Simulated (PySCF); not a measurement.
A structure optimised at B3LYP-D3(BJ)/def2-TZVP, used in a PySCF frequency run:

```
C
H 1 1.0843
H 1 1.0843 2 111.91
H 1 1.0853 2 113.48 3 130.01
O 1 1.5191 2 104.46 3 -112.43
H 5 0.9764 1 114.70 2 174.10
H 5 0.9764 6 110.50 1 -131.53
```
Charge +1, spin multiplicity 1.

Write its SMILES, formula and point group.

C[OH2+], CH5O, Cs

What are its rotational constants (standard atomic weights)?

104.60, 21.008, 20.155 GHz
